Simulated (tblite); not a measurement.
Species: CH₅B₃F₃N₃.
SMILES with atom numbers: `[F:1][C:2]([F:3])([F:4])[B:5]1[NH:6][BH:7][NH:8][BH:9][NH:10]1` (hydrogens: H11 on N6; H12 on B7; H13 on N8; H14 on B9; H15 on N10)

Computed with GFN2-xTB (tblite), gas phase: L-BFGS steps from a force-field or distance-geometry start until the largest atomic force falls under 0.01 eV/Å.

Step 33: E = -858.2335 eV
```
atom  x, y, z in Å  |  force x, y, z in eV/Å
F1     -3.1842   -0.8072    0.3061    0.533  -0.142   0.118
C2     -2.2083    0.0403   -0.1043   -0.535   0.354   0.175
F3     -2.7910    1.2704    0.0607    0.271  -0.130  -0.012
F4     -2.1483   -0.1255   -1.4542    0.037  -0.064   0.230
B5     -0.6536    0.0239    0.4407   -0.256   0.007  -0.154
N6      0.1253   -1.0615    0.9115   -0.135  -0.157  -0.353
B7      1.3759   -1.2335    0.2425    0.393  -0.158  -0.107
N8      1.8874   -0.1805   -0.5579   -0.097  -0.196   0.649
B9      1.4188    1.1241   -0.2910    0.176   0.659  -0.341
N10     0.0405    1.1868    0.0231   -0.475  -0.127   0.532
H11    -0.1835   -1.8302    1.5000   -0.253   0.342  -0.395
H12     1.9978   -2.2190    0.3691   -0.125  -0.068  -0.003
H13     2.7004   -0.3247   -1.1215    0.427  -0.040   0.080
H14     2.0977    2.0901   -0.3183   -0.163  -0.177  -0.293
H15    -0.4796    2.0546   -0.0283    0.199  -0.104  -0.125
```

Step 34: E = -858.3361 eV
```
atom  x, y, z in Å  |  force x, y, z in eV/Å
F1     -3.1512   -0.8270    0.3469    0.576   0.046   0.087
C2     -2.2052    0.0470   -0.0920   -0.604   0.390   0.243
F3     -2.8156    1.2734    0.0618    0.392  -0.373   0.050
F4     -2.1736   -0.1318   -1.4386    0.126  -0.074   0.209
B5     -0.6375    0.0363    0.4495   -0.504   0.060  -0.337
N6      0.1092   -1.0764    0.8991   -0.138  -0.108  -0.398
B7      1.3818   -1.2436    0.2749    0.408  -0.119  -0.217
N8      1.9047   -0.1810   -0.5024    0.073   0.089   0.535
B9      1.4427    1.1372   -0.2916   -0.029   0.753  -0.350
N10     0.0623    1.1936    0.0289   -0.432   0.021   0.553
H11    -0.2594   -1.8797    1.3978   -0.176   0.353  -0.230
H12     1.9994   -2.2342    0.3755   -0.153  -0.078   0.039
H13     2.7074   -0.3132   -1.0809    0.538  -0.167   0.076
H14     2.0839    2.1428   -0.4089   -0.258  -0.610  -0.175
H15    -0.4535    2.0646   -0.0419    0.181  -0.181  -0.085
```

Problem. Estimate the geometry and energy of step 35. (The exact step hangs on the optimiser's Hessian estimate; all steps are aligned on step 34, rigid shifts and turns removed.)

Solution. E = -858.4380 eV, largest force 0.939 eV/Å
```
atom  x, y, z in Å  |  force x, y, z in eV/Å
F1     -3.0914   -0.8604    0.3919    0.404   0.215   0.075
C2     -2.2020    0.0550   -0.0783   -0.376   0.257   0.232
F3     -2.8379    1.2661    0.0528    0.306  -0.419   0.171
F4     -2.1874   -0.1464   -1.4218    0.175  -0.094   0.149
B5     -0.6308    0.0535    0.4603   -0.507   0.072  -0.413
N6      0.0894   -1.0869    0.8805   -0.243   0.001  -0.414
B7      1.3787   -1.2494    0.2982    0.342   0.019  -0.301
N8      1.9221   -0.1745   -0.4454    0.138   0.356   0.397
B9      1.4564    1.1559   -0.3052   -0.098   0.568  -0.236
N10     0.0837    1.2051    0.0548   -0.293   0.065   0.418
H11    -0.3300   -1.9107    1.2955   -0.118   0.316  -0.095
H12     1.9685   -2.2514    0.3660   -0.036  -0.197   0.077
H13     2.7256   -0.3073   -1.0194    0.636  -0.237   0.027
H14     2.0655    2.1813   -0.5126   -0.311  -0.886  -0.038
H15    -0.4149    2.0782   -0.0390   -0.019  -0.038  -0.051
```

The energy changes by -0.1020 eV. The first-order estimate −F·Δx gives -0.1414 eV and the mean of the old and new forces, exact on a quadratic surface, -0.1014 eV. The step makes an angle of 73° with the force vector and moves no atom by more than 0.128 Å.

The cost below is that of the whole relaxation. Hardware: Arm Neoverse V2, one thread, shared host with 96 logical CPUs at a one-minute load of 72. Cost: 0.5 s of wall time.
